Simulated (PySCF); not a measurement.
The vertical singlet excitations below were computed for one of the candidates. The calculation used TDDFT PBE0/def2-SVPD, vertical, gas phase, core orbitals frozen in the response (PySCF 2.14.0, density-fitted response routines). Geometries: GFN2-xTB, one conformer each.

| state | E (eV) | λ (nm) | f |
| --- | --- | --- | --- |
| S1 | 5.61 | 221.1 | 0.0003 |
| S2 | 5.72 | 216.7 | 0.260 |
| S3 | 6.16 | 201.3 | 0.0007 |
| S4 | 6.67 | 185.9 | 0.0058 |
| S5 | 7.19 | 172.3 | 0.085 |
| S6 | 7.25 | 171.1 | 0.059 |

Orbital energies (eV): HOMO-3 -10.06, HOMO-2 -9.21, HOMO-1 -8.16, HOMO -6.97, LUMO -0.78, LUMO+1 0.75, LUMO+2 0.89.

**Question.** Which structure fits? All have the formula C6H7F.
A. `[C@H]12[C@H]3C[C@@](F)(C2)[C@H]31`
B. `FC1=CC[C@@H]2C[C@H]12`
C. `FC1=CCC=CC1`
D. `C#C/C(=C\F)CC`
E. `C=CC(=C)C(=C)F`

**Answer.** D. Its S1 lies at 5.61 eV; the nearest of the others has S1 at 5.95 eV. S1 is HOMO-1→LUMO (96%). Löwdin shares by element: HOMO carbon 80% or more (atoms not listed hold the other 20%); LUMO carbon 78% or more (atoms not listed hold the other 21%). At the same level the other candidates give, for their lowest levels:
- `FC1=CCC=CC1`: 5.95 eV (f 0.001); 6.51 eV (f 0.001); 6.65 eV (f 0.019); 7.11 eV (f 0.002); 7.13 eV (f 0.001); T1 4.36 eV; HOMO -6.88, LUMO 0.23 eV
- `C=CC(=C)C(=C)F`: 5.14 eV (f 0.258); 5.43 eV (f 0.057); 5.89 eV (f 0.168); 6.62 eV (f 0.003); 6.98 eV (f 0.153); T1 2.96 eV; HOMO -6.81, LUMO -1.31 eV
- `F[C@]12C[C@@H]3[C@H](C1)[C@@H]32`: 7.22 eV (f 0.002); 7.47 eV (f 0.017); 7.81 eV (f 0.009); 7.95 eV (f 0.005); 8.00 eV (f 0.002); T1 7.09 eV; HOMO -7.50, LUMO 0.93 eV
- `FC1=CC[C@@H]2C[C@H]12`: 6.45 eV (f 0.076); 6.55 eV (f 0.074); 6.73 eV (f 0.013); 7.04 eV (f 0.009); 7.29 eV (f 0.006); T1 4.22 eV; HOMO -6.69, LUMO 0.51 eV

Shape of the structure used: `[CH:1]#[C:2]/[C:3](=[CH:4]\[F:5])[CH2:6][CH3:7]`: C2–C3–C6–C7 71°.
Triplets come from the Tamm–Dancoff approximation.
